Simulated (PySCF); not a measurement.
**J couplings in C₇H₇N**

Cartesian coordinates in Å; atom numbers follow the order of the lines, from 1:
```xyz
15

C    -3.3378    0.5358    0.5331
C    -2.2276    0.3738   -0.1863
C    -0.9333    0.1440    0.3925
C     0.1925   -0.0194   -0.3299
C     1.4765   -0.2479    0.2537
C     2.6028   -0.4109   -0.4676
C     3.8510   -0.6332    0.1284
N     4.8770   -0.8145    0.6120
H    -3.3227    0.5027    1.6102
H    -4.2944    0.7063    0.0710
H    -2.2728    0.4124   -1.2672
H    -0.8854    0.1041    1.4736
H     0.1451    0.0211   -1.4113
H     1.5303   -0.2895    1.3347
H     2.5945   -0.3767   -1.5497
```

Indirect spin–spin couplings were computed at B3LYP/pcJ-1 (spin–dipole term only in couplings to heteroatoms) (PySCF) on a GFN2-xTB structure, for the isolated molecule, without vibrational or relativistic corrections. Couplings are averaged over pairs made equivalent by symmetry, fast rotation or ring inversion, so a value needn't be that of the named pair in this geometry, while other rotamers aren't included; one pair stands for each set, and the list holds a selection of those of at least 0.8 Hz over up to four bonds.

Isotopes: ¹³C, ¹H, ¹⁵N.

```tsv
pair	bonds	J (Hz)
C1, C2	1	?
C1, H9	1	?
C1, H10	1	168.2
C2, C3	1	?
C2, H11	1	159.9
C3, C4	1	76.5
C3, H12	1	159.4
C4, C5	1	62.3
C4, H13	1	160.0
C5, C6	1	79.6
C5, H14	1	163.4
C6, C7	1	96.4
C6, H15	1	?
C7, N8	1	-23.0
C2, C4	2	1.1
C2, H9	2	-2.2
C2, H12	2	?
C5, H13	2	3.2
C3, C6	3	9.5
C3, H9	3	?
C7, H14	3	?
H13, H14	3	?
C1, H13	4	-1.5
C2, C6	4	-1.5
C4, H10	4	-0.8
H10, H12	4	-1.3
```

Estimate the withheld couplings, with signs.

Answers


- ¹J(C1,C2) = 76.5 Hz (bond length 1.333 Å)
- ¹J(C1,H9) = 163.8 Hz (bond length 1.078 Å, sp2 carbon)
- ¹J(C2,C3) = 59.9 Hz (bond length 1.436 Å)
- ¹J(C6,H15) = 174.3 Hz (bond length 1.083 Å, sp2 carbon)
- ²J(C2,H12) = 3.2 Hz (angle at C3 117°)
- ³J(C3,H9) = 10.3 Hz (dihedral angle 0°)
- ³J(C7,H14) = 8.8 Hz (dihedral angle 0°)
- ³J(H13,H14) = 12.1 Hz (dihedral angle 180°)
